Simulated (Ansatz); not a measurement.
Molecule: ethoxy(difluoro)borane, C$_{2}$H$_{5}$BF$_{2}$O, charge 0, multiplicity 1. 
Structure (B3LYP-D3(BJ)/def2-TZVP (Ansatz, a first-principles code) minimum search):
SMILES: CCOB(F)F
```xyz
11

C     -2.1692    -0.4595     0.6482
C     -0.9372    -1.1809     0.1432
O      0.2590    -0.5035     0.5666
B      0.8685     0.4175    -0.1909
F      1.9553     1.0256     0.2649
F      0.4328     0.7602    -1.4053
H     -2.2434     0.5374     0.2107
H     -3.0665    -1.0184     0.3753
H     -2.1395    -0.3622     1.7340
H     -0.8720    -2.1847     0.5621
H     -0.9482    -1.2614    -0.9453
```
Charge 0, spin multiplicity 1.

Total electronic energies in hartree. Valence correlation only, unless marked. No spin-orbit coupling. Non-relativistic. CBS marks a two-point X^-3 extrapolation of the correlation energy; Hartree-Fock from the larger set. [CCSD(T)-MP2]/basis is that difference in the basis named.

```
level                                                                 program  energy (Eh)
-------------------------------------------------------------  --------------  -----------
HF/STO-3G                                                              Ansatz   -372.19868
HF/cc-pwCVTZ                                                           Ansatz   -377.40654
PBE/def2-TZVPD                                                         Ansatz   -378.89646
PBE-D3(BJ)/def2-TZVPD                                          Ansatz + dftd3   -378.90305
BLYP/def2-TZVPD                                                        Ansatz   -379.23705
revPBE/def2-TZVPD                                                      Ansatz   -379.18508
B97M-V/def2-TZVPD                                                      Ansatz   -379.23726
B3LYP-D3(BJ)/def2-TZVPD                                        Ansatz + dftd3   -379.34096
PBE0/def2-TZVPD                                                        Ansatz   -378.91607
BHLYP-D4/def2-TZVPD                                            Ansatz + dftd4   -379.16204
BHLYP/def2-TZVPD                                                       Ansatz   -379.15479
HSE06-D3(BJ)/def2-TZVPD                                        Ansatz + dftd3   -378.90241
wB97X-V/def2-TZVPD                                                     Ansatz   -379.19872
MP2/cc-pwCVTZ                                                          Ansatz   -378.60592
MP2/aug-cc-pVQZ                                                        Ansatz   -378.71335
SCS-MP2/aug-cc-pVTZ                                                    Ansatz   -378.58794
SCS-MP2/cc-pVQZ                                                        Ansatz   -378.68915
CCSD/6-31G*                                                            Ansatz   -378.13905
CCSD/aug-cc-pVDZ                                                       Ansatz   -378.30454
RI-MP2/CBS(aug-cc-pVTZ,aug-cc-pVQZ)+[CCSD(T)-MP2]/aug-cc-pVDZ          Ansatz    -378.8374
RI-MP2/CBS(aug-cc-pVTZ,aug-cc-pVQZ)+[CCSD(T)-MP2]/aug-cc-pVTZ          Ansatz    -378.8401
RI-MP2/CBS(aug-cc-pVTZ,aug-cc-pVQZ)+[CCSD(T)-MP2]/aug-cc-pVQZ          Ansatz    -378.8333
CCSD(T)/CBS(aug-cc-pVTZ,aug-cc-pVQZ)                                   Ansatz    -378.8288
```

Totals of different functionals don't rank their quality; only differences between species are comparable.
